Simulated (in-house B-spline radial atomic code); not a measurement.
A fraction x of an electron is removed from 1s in He, starting from 1s2 and keeping the highest spin. Level of theory: scalar-relativistic (X2C) PBEsol, spin-polarised, spherical fractional occupations, Gaussian nucleus of rms radius 1.6755 fm; calculated with a radial B-spline atomic code at the basis-set limit.

```json
{"x": "0", "E(x) - E(0) (eV)": "0.0000", "1s down level (eV)": "-15.498"}
{"x": "0.04", "E(x) - E(0) (eV)": "0.6341", "1s down level (eV)": "-16.209"}
{"x": "0.2", "E(x) - E(0) (eV)": "3.4578", "1s down level (eV)": "-19.099"}
{"x": "0.3", "E(x) - E(0) (eV)": "5.4592", "1s down level (eV)": "-20.931"}
{"x": "0.4", "E(x) - E(0) (eV)": "7.6441", "1s down level (eV)": "-22.764"}
{"x": "0.5", "E(x) - E(0) (eV)": "10.0114", "1s down level (eV)": "-24.578"}
{"x": "0.61", "E(x) - E(0) (eV)": "12.8224", "1s down level (eV)": "-26.515"}
{"x": "0.63", "E(x) - E(0) (eV)": "13.3561", "1s down level (eV)": "-26.857"}
{"x": "0.85", "E(x) - E(0) (eV)": "19.6450", "1s down level (eV)": "-30.106"}
{"x": "0.99", "E(x) - E(0) (eV)": "23.8937", "1s down level (eV)": "-28.936"}
```
